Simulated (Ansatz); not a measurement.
`C=[C]([AlH2])[SnH3]` + `B[SiH2]F` → `F[SiH2][SnH3]` + `B[C](=C)[AlH2]`  (redistribution)

Calculated with Ansatz (gas phase, PBE0-D4/def2-TZVP geometries, no zero-point term in ΔE). CCSD(T)/CBS is the MP2 limit (def2-TZVPP, def2-QZVPP) plus CCSD(T) − MP2 in def2-TZVPP, frozen cores. DFT in def2-TZVPP. B3LYP here is the variant with VWN-RPA as its local correlation; programs differ in this. Elements past krypton have def2 core potentials. For Sn outer-core shells are correlated without core-valence functions, which leaves a few kJ/mol of doubt a bond.

| level | ΔE (kcal/mol) |
| --- | --- |
| B3LYP-D4 | -18.5 |
| HF/def2-TZVPP | -18.4 |

Task: What does CCSD(T)/CBS give? (Estimate.)

Result: Computed: -16.6 kcal/mol. The listed levels differ from it by -1.9, -1.8 kcal/mol.

Largest T1 diagnostic among the species: 0.013.

In def2-TZVPP, CCSD(T) changes the Hartree–Fock value by +2.4 kcal/mol (the triples alone add +0.2 kcal/mol) and MP2 by +1.9 kcal/mol.
